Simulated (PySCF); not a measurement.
Give a PBE0-D3(BJ)/def2-SVP geometry of `BCBN` (CH7B2N).

Z-matrix in Å and degrees, rows numbered from 1:
```
B 
C   1  1.5424
B   2  1.5942  1  100.05
N   3  1.3929  2  121.07  1    86.33
H   1  1.2130  2  120.89  3   -95.85
H   1  1.2121  2  121.06  3    79.47
H   2  1.1006  1  113.92  3   117.49
H   2  1.1004  1  113.15  3  -113.39
H   3  1.2111  2  121.23  1   -91.57
H   4  1.0111  3  122.74  2  -179.88
H   4  1.0128  3  123.44  2     0.64
```

N4 (boron-bound nitrogen) is planar (angles 123.4°, 122.7° and 113.8°, sum 360.0°, 0.00 Å off the plane of its three neighbours). B1 (three-coordinate boron) is planar (angles 121.1°, 120.9° and 117.9°, sum 359.8°, 0.03 Å off the plane of its three neighbours). B3 (three-coordinate boron) is planar (angles 121.2°, 121.1° and 117.7°, sum 360.0°, 0.01 Å off the plane of its three neighbours). The 2 B–C bonds span 1.542 Å (B1–C2, drawn single) to 1.594 Å (C2–B3, drawn single), a spread of 0.052 Å.

Method: PySCF 2.14.0, PBE0-D3(BJ)/def2-SVP geometry optimisation, gas phase.

Point group: C1 (no symmetry element, even within 0.4 Å). No PBE0-D3(BJ)/def2-SVP frequencies stand behind this structure, so it isn't proved a minimum. The numbers are those of one conformer (H–B1–C2–B3 -96° and 79°, B1–C2–B3–N4 86°).
